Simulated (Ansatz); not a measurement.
HCl₃Si (SMILES Cl[SiH](Cl)Cl), singlet, geometry from GFN2-xTB; CCSD(T)/6-31G* in Ansatz (a quantum-chemistry and plane-wave program).

The Ansatz input:
Ansatz 0.2 input:
```yaml
crystal:
  periodic: [false, false, false]
  atoms:
    - {symbol: Si, position_ang: [0.02863441, -0.01627765, 0.49106656]}
    - {symbol: Cl, position_ang: [-1.24158057, -1.43679456, -0.14881741]}
    - {symbol: Cl, position_ang: [-0.64009829, 1.79232122, -0.07685298]}
    - {symbol: Cl, position_ang: [1.85144867, -0.33834186, -0.29276296]}
    - {symbol: H, position_ang: [0.11303141, -0.06425436, 1.93843503]}
basis:
  gaussian:
    orbitals: 6-31G*
magnetization: {spin_polarized: false}
correlation: {method: ccsd_t, electrons: all}
```

What the program printed (banner, timings and long lists left out):

```
Functional definition: HF
689 factors; integrals over basis functions are off by at most 9.4e-4 eV
mean field evaluation 1: about -45389.7713 eV, gradient 2.0e1 eV
mean field evaluation 2: about -45389.8352 eV, gradient 2.0e1 eV
mean field evaluation 4: about -45391.1576 eV, gradient 1.6e0 eV
mean field evaluation 8: about -45391.1740 eV, gradient 3.1e-4 eV
mean field evaluation 16: about -45391.1731 eV, gradient 4.4e-1 eV
mean field -45391.17403961 eV, -1668.0948787127 hartree, gradient 5.3e-6 eV, S^2 0.000000; 0 other end points of the search recorded, 0 dependent functions left out
reference -45391.17403961 eV, -1668.0948787127 hartree; 33, 33 occupied and 45, 45 virtual orbitals, 689 factors
second order -13.69571704 eV of doubles, -0.00000000 eV of singles
cycle   1  -14.46194585 eV  change   -7.7e-1 eV  update   7.0e-2
cycle   2  -14.73437416 eV  change   -2.7e-1 eV  update   1.9e-2
cycle   3  -14.77568586 eV  change   -4.1e-2 eV  update   8.2e-3
cycle   4  -14.77212520 eV  change    3.6e-3 eV  update   1.8e-3
cycle   5  -14.77159294 eV  change    5.3e-4 eV  update   5.4e-4
cycle   6  -14.77146902 eV  change    1.2e-4 eV  update   1.6e-4
cycle   7  -14.77145001 eV  change    1.9e-5 eV  update   5.0e-5
perturbative correction -0.36809835 eV, -0.0135273648 hartree
Total energy: -45406.31358796 eV, -1668.6512468529 hartree
```
